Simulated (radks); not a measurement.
Values are calculated unless marked as measured or tabulated.
Task: The boron ion B+, [He] 2s2. Level of theory: non-relativistic Kohn-Sham, exchange-only LDA, spin-polarised, spherical densities, point nucleus (a radial shooting solver on a logarithmic mesh with Libxc functionals). Every spin shell is full or empty, so the densities are truly spherical. Functionals are evaluated on that one density, not self-consistently. Rank these exchange functionals by their error against the exact value of the orbitals, and give that value: LDA, B88, PBEsol, RPBE, OPTX, WC, revTPSS, Tao-Mo, TASK, MVS.

Result: Exact: -3.44916 hartree. From best to worst, with 100 (|E| - |E exact|)/|E exact| (equal figures are ties): OPTX 0.00, B88 -0.15, revTPSS +0.30, MVS -0.46, RPBE +0.65, Tao-Mo +0.66, TASK -2.49, WC -3.03, PBEsol -5.30, LDA -12.95.
